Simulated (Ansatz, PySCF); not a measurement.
Process, species as SMILES: [AsH2] (AsH2) -> [AsH2-] (an electron is taken up)
Each molecule is optimised on its own at B3LYP-D3(BJ)/def2-TZVP (Ansatz, an electronic-structure program).

Wanted: adiabatic electron affinity (0 K, with B3LYP-D3(BJ) harmonic zero-point energies from PySCF), positive where the reaction releases energy, in eV. Valence correlation only, unless marked. UHF or UKS for open shells. Spin-orbit coupling is left out. Frozen are the shells of the preceding noble gas and the d and f shells that filled before the atom's block. No relativistic terms. Anions need diffuse functions: aug- sets have them; def2-D sets add few; the other sets have none. Basis-set limits of correlation are two-point, X^-3; Hartree-Fock from the larger set.

```csv
level,program,adiabatic electron affinity (eV)
HF/aug-cc-pVTZ,Ansatz,0.21
PBE0-D4/def2-TZVP,Ansatz + dftd4,0.85
HSE06-D4/def2-TZVPD,Ansatz + dftd4,0.98
CAM-B3LYP-D3(BJ)/def2-TZVPD,Ansatz + dftd3,1.02
B2GP-PLYP/def2-TZVPD,Ansatz,0.93
MP2/6-31G*,Ansatz,0.43
MP2/cc-pV5Z,Ansatz,1.20
```

Q: Estimate the value at CCSD(T)/CBS(aug-cc-pVTZ,aug-cc-pVQZ) as computed with Ansatz.

A: 1.31 eV, so MP2/cc-pV5Z differs from it by -0.11 eV.
